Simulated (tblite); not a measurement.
Species: C5H8N2OSi.
Structure used (GFN2-xTB), in Å, numbered top down from 1:
```xyz
17
C5H8N2OSi angstrom
C     -1.683   -0.924   -1.248
C     -1.263   -1.079    0.008
C     -2.168   -0.857    1.077
N     -2.896   -0.692    1.946
C      0.127   -1.441    0.406
Si     1.114    0.093    1.003
N      0.944    1.216   -0.339
C      1.611    2.367   -0.161
O      2.263    2.561    0.835
H     -1.024   -1.099   -2.083
H     -2.696   -0.640   -1.478
H      0.633   -1.915   -0.435
H      0.102   -2.157    1.226
H      0.496    0.675    2.188
H      2.517   -0.282    1.140
H      0.392    1.081   -1.171
H      1.524    3.103   -0.977
```

Method: GFN2-xTB as coded in tblite; computed harmonic values from a numerical Hessian at the method's own geometry, unscaled. Errors from tens to a few hundred cm⁻¹ against measured bands are possible. Modes of hydrogen on silicon can be 10 to 20 % off. One conformer, not necessarily the lowest.

Harmonic wavenumbers (cm⁻¹): 29.0, 46.9, 67.0, 100.3, 112.7, 185.1, 200.5, 272.9, 298.6, 356.4, 487.4, 529.0, 546.4, 583.8, 619.2, 639.2, 675.8, 710.7, 744.2, 760.9, 794.8, 820.1, 844.1, 887.3, 937.8, 966.0, 1102.4, 1135.4, 1207.2, 1278.2, 1330.4, 1366.6, 1399.3, 1464.3, 1658.1, 1736.5, 2312.9, 2327.6, 2377.5, 2811.0, 2994.7, 3014.2, 3100.4, 3132.7, 3458.2.

A = 2520, B = 743.1, C = 709.4 MHz; mass 140.041 u (most abundant isotopes); point group C1, symmetry number 1.

Question: What is the zero-point energy?

Answer: ½Σν̃ = 26212 cm⁻¹ = 313.56 kJ/mol.

Question: What is S at 350 K and 1 bar for an ideal gas of classical rigid rotors and harmonic oscillators?

Answer: Translation 173.82, rotation 126.98, vibration 173.29: S = 474.1 J/(mol K).

Question: And Cp and H(350 K) − H(0)?

Answer: Cp = 190.75 J/(mol K), of which vibrations give 157.49 (their classical limit is 45 R = 374.2); H(350 K) − H(0) = 41.15 kJ/mol without the zero-point energy, 29.51 from vibrations.

Question: Which modes carry the vibrational entropy at 350 K?

Answer: 29.0 cm⁻¹: 26.00; 46.9 cm⁻¹: 22.01; 67.0 cm⁻¹: 19.06; 100.3 cm⁻¹: 15.74; 112.7 cm⁻¹: 14.79; 185.1 cm⁻¹: 10.78 J/(mol K); the other 39 give 64.90 together.

Question: Blend soft modes into free rotors: weight 1/[1 + (100 cm⁻¹/ν̃)⁴] for the oscillator and the rest for a rotor with moment μB/(μ + B), μ = h/(8π²ν), B = 10⁻⁴⁴ kg m². What vibrational entropy results?

Answer: 152.53 J/(mol K) in place of 173.29, which changes −T·S at 350 K by +7.26 kJ/mol.

Question: How do the functions run with temperature in this model?

Answer: 
| T (K) | S (J/(mol K)) | Cp (J/(mol K)) | H − H(0) (kJ/mol) | G − H(0) (kJ/mol) | ln q(vib) |
| --- | --- | --- | --- | --- | --- |
| 100 | 312.6 | 87.3 | 6.24 | -25.02 | 2.93 |
| 200 | 385.6 | 129.0 | 17.01 | -60.12 | 6.21 |
| 300 | 446.2 | 171.7 | 32.08 | -101.77 | 9.24 |
| 500 | 550.3 | 236.9 | 73.42 | -201.74 | 14.92 |
| 800 | 675.6 | 295.3 | 154.07 | -386.42 | 22.61 |
| 1000 | 744.4 | 320.4 | 215.78 | -528.58 | 27.20 |

q(vib) and H(0) count from the zero-point level.

Hindered rotation and anharmonicity are outside this model. Other conformers, if any are populated, would add a mixing term that is left out. The structure is chiral; the term R ln 2 for an equal mix with its mirror image is left out.
